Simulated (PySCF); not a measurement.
This PySCF input asks for the NMR shieldings of `Cl[C@H]1[C@@H]2BC=C[C@H]1CC2`, C7H10BCl; the geometry comes from GFN2-xTB.

```python
import basis_set_exchange as bse
import numpy as np
from pyscf import gto, dft
from pyscf.prop import nmr

atoms = """
Cl   -1.292105    0.157291    2.571372
C     0.047452    0.018101    1.388408
C    -0.119176   -1.190597    0.481076
B     1.162286   -1.329924   -0.444346
C     1.817520    0.008244   -0.819342
C     1.242560    1.156541   -0.431895
C    -0.009196    1.168697    0.388596
C    -1.216720    0.781143   -0.496972
C    -1.283480   -0.751680   -0.449111
H     0.965370    0.002678    1.977910
H    -0.388349   -2.087072    1.040515
H     1.508698   -2.361471   -0.872038
H     2.711453    0.072971   -1.427986
H     1.631360    2.122560   -0.731524
H    -0.152965    2.139060    0.866519
H    -2.121952    1.217320   -0.076388
H    -1.092965    1.159437   -1.511176
H    -1.188228   -1.196628   -1.439199
H    -2.231367   -1.077422   -0.021880
"""
names = dict.fromkeys(["Cl", "C", "B", "H"], "pcSseg-1")
basis = {el: gto.basis.parse(bse.get_basis(n, elements=[el], fmt="nwchem")) for el, n in names.items()}
mol = gto.M(atom=atoms, basis=basis, charge=0, verbose=0)
mf = dft.RKS(mol, xc="PBE0")
mf.grids.level = 2
mf.grids.alignment = dft.numint.BLKSIZE   # the property module wants whole blocks of grid points
mf.conv_tol = 1e-9
mf.kernel()

calc = nmr.RKS(mf)   # GIAO
C = mf.mo_coeff
Co = C[:, mf.mo_occ > 0]
resp = mf.gen_response(singlet=True, hermi=2)
def vind(x):   # induced exchange potential for any number of trial vectors
    d = np.einsum("pi,xij,qj->xpq", C, 2 * x.reshape(-1, C.shape[1], Co.shape[1]), Co, optimize=True)
    return np.einsum("xpq,pi,qj->xij", resp(d - d.transpose(0, 2, 1)), C, Co, optimize=True).ravel()
mo1, _ = nmr.rhf.solve_mo1(calc, with_cphf=vind)
sigma = calc.kernel(mo1)
for i, s in enumerate(sigma):   # ppm
    print("%2d %-2s %9.2f" % (i, mol.atom_pure_symbol(i), np.trace(s) / 3))
```

Q: What does it print?

A: 
```
 0 Cl    767.47
 1 C     110.77
 2 C     139.49
 3 B      34.20
 4 C      48.25
 5 C       3.99
 6 C     133.26
 7 C     160.97
 8 C     173.53
 9 H      27.82
10 H      29.11
11 H      24.86
12 H      24.91
13 H      23.53
14 H      28.82
15 H      29.22
16 H      30.56
17 H      30.78
18 H      29.22
```

These numbers come from an equivalent density-fitted implementation of the same equations, which agrees with the script to about 0.01 ppm for H and up to a few tenths of a ppm for heavy atoms, so last digits may differ.

Size and cost of the density-fitted run: 210 basis functions, 73 s wall time on 1 thread of an Arm Neoverse N1, shared host; peak memory 0.96 GiB.
